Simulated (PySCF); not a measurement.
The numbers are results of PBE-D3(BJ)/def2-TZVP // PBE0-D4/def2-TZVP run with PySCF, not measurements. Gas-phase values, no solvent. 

Reference species (SMILES): `[SnH4]` (neutral, multiplicity 1).

```json
{
 "HOMO": "-7.93 eV"
}
```

Changed species: `[F][SnH3]` (1 of 4 H replaced by F; the reference has 0 of 4 H replaced by F).

Task: What does the change do to the HOMO?

Result: the HOMO rises by 0.05 eV, to -7.88 eV.
